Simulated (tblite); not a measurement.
Compound: C6H9NOSi.
Cartesian coordinates in Å at the GFN2-xTB level; atoms count from 1:
```xyz
18
C6H9NOSi angstrom
C      1.6657    1.2233    0.6938
C      1.9970    0.0127   -0.1280
O      2.8152    0.0167   -1.0182
C      1.2854   -1.2874    0.2017
N      1.6350   -2.3747   -0.3288
C      0.1285   -1.2847    1.1619
C     -0.9788   -0.5304    0.6007
C     -1.8815    0.0987    0.1094
Si    -3.2692    1.0721   -0.6247
H      2.2156    2.0830    0.3190
H      0.5956    1.4177    0.6508
H      1.9402    1.0477    1.7330
H      2.4104   -2.2765   -0.9867
H      0.4226   -0.8439    2.1186
H     -0.1808   -2.3199    1.3246
H     -3.7657    0.3591   -1.8011
H     -4.3108    1.2070    0.3961
H     -2.7330    2.3857   -0.9937
```

Calculated harmonic vibrations of the isolated species, GFN2-xTB (tblite), most abundant isotopes, no scaling. The method is semi-empirical: single wavenumbers can be off by several per cent or more. Modes of hydrogen on silicon can be 10 to 20 % off. One conformer, not necessarily the lowest. The optimisation stopped once no atom felt more than 0.01 eV/Å.

Lowest wavenumbers of the output (negative numbers stand for imaginary wavenumbers):
```
mode    cm-1
  1     -27.3
  2      32.1
  3      51.0
  4      68.2
  5     147.0
  6     164.6
  7     176.7
  8     245.6
```

Question: Is this structure a minimum?

Answer: Not by this Hessian. 1 mode is imaginary beyond 20i (27i cm⁻¹), so at this level the point lies at or near a first-order saddle. The curvature is small, so loose convergence or finite differences may be the whole cause.

Question: Which atoms move in the imaginary mode?

Answer: 27i: H17 (Si–H hydrogen) 33 %, H18 (Si–H hydrogen) 32 %, H16 (Si–H hydrogen) 32 %. These are shares of the mass-weighted motion.

Question: What is the remedy?

Answer: Step along that mode in both directions, optimise again with tighter thresholds and repeat the frequencies. The zero-point energy of this point (80.0 kcal/mol) counts the 47 real modes alone, and thermal corrections from it aren't those of a minimum.
